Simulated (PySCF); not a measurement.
Isomers of C7H9NOSi, from PBE0-D3(BJ)/def2-SVP geometry optimisation, gas phase in PySCF. One conformer each, no zero-point energy, no frequencies.

**Question.** Which is lowest in electronic energy at this level?
A. `[CH2:1]=[N:2][c:3]1[cH:4][cH:5][c:6]([O:7][SiH3:8])[cH:9][cH:10]1` with C1–N2–C3–C4 36°, C5–C6–O7–Si8 179°: A = 4382, B = 523.6, C = 474.3 MHz, dipole 1.03 D
B. `[CH2:1]=[C:2]([O:3][SiH3:4])[c:5]1[cH:6][cH:7][cH:8][cH:9][n:10]1` with C1–C2–O3–Si4 1°, C1–C2–C5–C6 -179°: A = 3151, B = 626.3, C = 525.7 MHz, dipole 1.46 D
C. Si(vinyl)3(NCO), `C=C[Si](C=C)(C=C)N=C=O`: A = 1052, B = 844.0, C = 833.8 MHz, dipole 2.48 D

**Answer.** B. That is `C=C(O[SiH3])C1=CC=CC=N1`, 4.3 kcal/mol below the next.

| SMILES | mapped SMILES | E (Eh) | relative (kcal/mol) | relative (kJ/mol) | dipole (D) |
| --- | --- | --- | --- | --- | --- |
| C=C(O[SiH3])c1ccccn1 | [CH2:1]=[C:2]([O:3][SiH3:4])[c:5]1[cH:6][cH:7][cH:8][cH:9][n:10]1 | -690.67953 | 0.0 | 0.0 | 1.46 |
| C=Nc1ccc(O[SiH3])cc1 | [CH2:1]=[N:2][c:3]1[cH:4][cH:5][c:6]([O:7][SiH3:8])[cH:9][cH:10]1 | -690.67263 | 4.3 | 18.1 | 1.03 |
| C=C[Si](C=C)(C=C)N=C=O | – | -690.65707 | 14.1 | 59.0 | 2.48 |
